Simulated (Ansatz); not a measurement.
Saddle point of AlAsN$_{2}$H$_{8}$, closed shell (AlN₂H₅ ([NH2][AlH][NH2]) + AsH₃ → AlAsN₂H₆ ([NH2][Al]([NH2])[AsH2]) + H₂; bonds formed: Al1–As6, H2–H5; bonds broken: Al1–H2, H5–As6), PBE0-D4/def2-TZVP structure:

```
12
angstrom
Al -0.4084 0.3587 0.1571
H -0.6877 0.3848 -1.5226
N 0.4880 1.6880 0.9046
N -1.7739 -0.4992 0.8807
H 0.2203 -0.2924 -1.3286
As 1.5879 -1.2694 -0.4922
H 0.0533 2.5228 1.2608
H 1.4883 1.7902 0.9016
H -2.5233 -0.9263 0.3637
H -1.8298 -0.7457 1.8549
H 2.3905 -0.6485 -1.6212
H 0.9949 -2.3631 -1.3588
```

Energies are electronic, without zero-point energy. Barriers and step energies count from the start structure reached by relaxing down the imaginary mode; all methods use the PBE0-D4 structures, on which another method's saddle can fall below an end. Ansatz 0.2.0; basis: def2-TZVPP, with def2-QZVPP for the basis limit; cores frozen in the correlated methods. Filled d shells of the heavier atoms are correlated. The def2 sets are not built for correlating such inner shells, so the correlated values are less sure here. B3LYP uses VWN-RPA correlation. Extrapolation: Hartree–Fock as exp(−7.88 √X), correlation as X^−2.97.

| method | barrier (kcal/mol) | step energy (kcal/mol) |
| --- | --- | --- |
| SPW92 | 13.78 | -7.57 |
| PBE-D4 | 19.56 | -8.96 |
| BLYP-D4 | 24.78 | -6.96 |
| r2SCAN-D4 | 21.02 | -8.66 |
| B97M-V | 26.67 | -2.89 |
| PBE0-D4 | ? | -8.54 |
| B3LYP-D4 | 26.82 | -6.70 |
| r2SCAN0-D4 | 23.62 | -8.42 |
| BHLYP-D4 | 30.94 | -5.99 |
| CAM-B3LYP-D4 | 29.44 | -5.49 |
| wB97X-V | 29.73 | -6.49 |
| wB97M-V | ? | -6.91 |
| B2PLYP | 28.61 | -7.44 |
| PBE-QIDH | ? | -8.79 |
| RPA on PBE | 29.97 | -6.45 |
| HF | 43.45 | -3.67 |
| MP2 | 27.68 | -9.52 |
| CCSD | 31.46 | -6.79 |
| CCSD(T) | 29.08 | -7.67 |

(1) Fill in the withheld barriers. (Judge from chemistry; the value comes from the calculation.)

The T1 diagnostic stays at or below 0.012.

Results:

(1) The calculation gives: PBE-QIDH 26.01; wB97M-V 29.13; PBE0-D4 22.61 kcal/mol. Each is the energy of the saddle less that of the start structure, by the same method.

For comparison, the barrier by CCSD(T) at an estimated basis limit (MP2 extrapolated from triple and quadruple zeta, plus CCSD(T) − MP2 in triple zeta) is 27.61 kcal/mol.

Labels in which every atom is bracketed show which atoms are joined, not bond orders.

For scale, one of the runs: CCSD(T)/def2-TZVPP, 264 basis functions, launched by `ansatz run in.yaml --threads 8 --pin off --events-out ev --progress --plain --max-ram 19148MiB`. Time: 2.6 min of wall clock on 8 CPU threads of an Intel Xeon; the host was shared. Peak host memory: 6.4 GiB.
